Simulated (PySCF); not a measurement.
Species: C8H7O (doublet state).
Cartesian coordinates in Å at the GFN2-xTB level; atoms count from 1:
```xyz
16
C8H7O angstrom
C      3.0479   -0.5381    0.0522
C      2.1683    0.4394    0.1185
C      2.1442    1.9096    0.1826
C      0.7981    2.0316    0.1694
C      0.6791    0.5740    0.1550
C     -0.3254   -0.3090    0.2137
C     -1.7290    0.1107    0.2817
C     -2.7070   -1.0407    0.3254
O     -2.0810    1.2694    0.3061
H      4.1068   -0.3455    0.0361
H      2.7377   -1.5689    0.0083
H      0.0795    2.8217    0.1900
H     -0.1079   -1.3677    0.2077
H     -2.5073   -1.6566    1.2000
H     -2.5873   -1.6586   -0.5622
H     -3.7243   -0.6625    0.3716
```

The hyperfine couplings belong to this conformer and change with its torsions.

As a line formula: `C=C1[C]=C/C1=C\C(C)=O` [radical].

Method used: PySCF, UKS B3LYP, pcH-1 on C H O, non-relativistic, mean-field spin-orbit, GIAO. Isolated species at its GFN2-xTB geometry (one conformer only). GFN2-xTB frequencies show an imaginary mode (27i cm⁻¹), so this geometry is no minimum at that level. Couplings are sensitive to structure, and on GFN2-xTB geometries they can be far from those on DFT ones. Stability of the SCF solution: not tested.

(1) Where do the isotropic ENDOR lines of H12, H10, H11 and H13 fall at 1218.3 mT, to first order?

(2) Which pairs are centred on the nuclear Larmor frequency, and which on half the coupling?

Results:

(1) ν± = |νn ± a/2|, one line for each electron-spin manifold; νn = |g_N| × 7.62259 MHz/T × B.

```
nuclei  isotope     g_N  νn (MHz)  a_iso (MHz)  lower line (MHz)  upper line (MHz)
   H12       1H  5.5857     51.87        11.38             46.18             57.56
   H10       1H  5.5857     51.87         7.32             48.21             55.53
   H11       1H  5.5857     51.87         3.77             49.99             53.76
   H13       1H  5.5857     51.87         3.51             50.12             53.63
```

(2) Centred on νn, since |a| < 2νn: H12, H10, H11 and H13. No pair has |a| > 2νn.

Largest spin populations (Mulliken): C3 (+0.96), C5 (+0.11) and C4 (-0.07). C3 is the only atom above +0.15. The positive populations add up to 1.11 and the negative ones to -0.11, together 2S = 1.
